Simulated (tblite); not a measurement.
Compound: C5H8N2O.
Numbering: `[CH3:1][CH2:2][c:3]1[n:4][n:5][c:6]([CH3:7])[o:8]1` (hydrogens: H9, H10, H11 on C1; H12, H13 on C2; H14, H15, H16 on C7)

Structure used (GFN2-xTB), in Å, numbered top down from 1:
```xyz
16
C5H8N2O angstrom
C     -2.476    0.471   -0.458
C     -1.792   -0.459    0.546
C     -0.362   -0.639    0.203
N      0.195   -1.661   -0.351
N      1.507   -1.370   -0.502
C      1.691   -0.182   -0.033
C      2.955    0.578    0.030
O      0.536    0.350    0.438
H     -2.007    1.453   -0.450
H     -3.526    0.586   -0.202
H     -2.404    0.059   -1.462
H     -1.864   -0.036    1.550
H     -2.262   -1.442    0.533
H      2.826    1.556   -0.429
H      3.725    0.020   -0.492
H      3.250    0.724    1.068
```

Method: GFN2-xTB as coded in tblite; computed harmonic values from a numerical Hessian at the method's own geometry, unscaled. The method is semi-empirical: single wavenumbers can be off by several per cent or more. One conformer, not necessarily the lowest.

Harmonic wavenumbers (cm⁻¹): 30.0, 64.3, 122.6, 187.5, 239.4, 265.9, 371.1, 406.7, 618.1, 668.6, 713.8, 759.3, 815.7, 958.2, 979.9, 1012.4, 1032.5, 1048.3, 1079.0, 1082.1, 1148.9, 1215.9, 1236.1, 1291.5, 1320.6, 1386.8, 1405.1, 1444.7, 1447.3, 1448.9, 1494.1, 1497.8, 1578.0, 1588.3, 2979.6, 3013.2, 3017.3, 3028.1, 3040.0, 3045.9, 3047.6, 3076.9.

A = 5132, B = 1386, C = 1191 MHz; mass 112.064 u (most abundant isotopes); point group C1, symmetry number 1.

Zero-point energy?

Half the sum of the wavenumbers: 28104 cm⁻¹ = 80.35 kcal/mol.

Give the ideal-gas entropy at 500 K and 1 bar in the rigid-rotor, harmonic-oscillator model (classical rotation).

Translation 42.65, rotation 29.57, vibration 38.71: S = 110.9 cal/(mol K).

And Cp and H(500 K) − H(0)?

Cp = 46.04 cal/(mol K), of which vibrations give 38.09 (their classical limit is 42 R = 83.5); H(500 K) − H(0) = 13.56 kcal/mol without the zero-point energy, 9.59 from vibrations.

What must be added to the electronic energy to get the Gibbs energy at 500 K and 1 bar?

ZPE + [H(500 K) − H(0)] − T·S = 80.35 + 13.56 − 55.47 = 38.44 kcal/mol.

How do the functions run with temperature in this model?

```json
{"T (K)": "100", "S (cal/(mol K))": "67.5", "Cp (cal/(mol K))": "16.4", "H − H(0) (kcal/mol)": "1.23", "G − H(0) (kcal/mol)": "-5.52", "ln q(vib)": "1.87"}
{"T (K)": "200", "S (cal/(mol K))": "80.9", "Cp (cal/(mol K))": "22.9", "H − H(0) (kcal/mol)": "3.20", "G − H(0) (kcal/mol)": "-12.98", "ln q(vib)": "3.99"}
{"T (K)": "300", "S (cal/(mol K))": "91.6", "Cp (cal/(mol K))": "30.5", "H − H(0) (kcal/mol)": "5.86", "G − H(0) (kcal/mol)": "-21.62", "ln q(vib)": "5.96"}
{"T (K)": "800", "S (cal/(mol K))": "136.3", "Cp (cal/(mol K))": "61.8", "H − H(0) (kcal/mol)": "29.95", "G − H(0) (kcal/mol)": "-79.10", "ln q(vib)": "15.53"}
{"T (K)": "1000", "S (cal/(mol K))": "150.9", "Cp (cal/(mol K))": "68.5", "H − H(0) (kcal/mol)": "43.01", "G − H(0) (kcal/mol)": "-107.85", "ln q(vib)": "19.15"}
```

q(vib) and H(0) count from the zero-point level.

Which modes carry the vibrational entropy at 500 K?

30.0 cm⁻¹: 6.86; 64.3 cm⁻¹: 5.34; 122.6 cm⁻¹: 4.07; 187.5 cm⁻¹: 3.24; 239.4 cm⁻¹: 2.77; 265.9 cm⁻¹: 2.57 cal/(mol K); the other 36 give 13.87 together.

Blend soft modes into free rotors: weight 1/[1 + (100 cm⁻¹/ν̃)⁴] for the oscillator and the rest for a rotor with moment μB/(μ + B), μ = h/(8π²ν), B = 10⁻⁴⁴ kg m². What vibrational entropy results?

34.80 cal/(mol K) in place of 38.71, which changes −T·S at 500 K by +1.95 kcal/mol.

Hindered rotation and anharmonicity are outside this model. Other conformers, if any are populated, would add a mixing term that is left out. The structure is chiral; the term R ln 2 for an equal mix with its mirror image is left out.
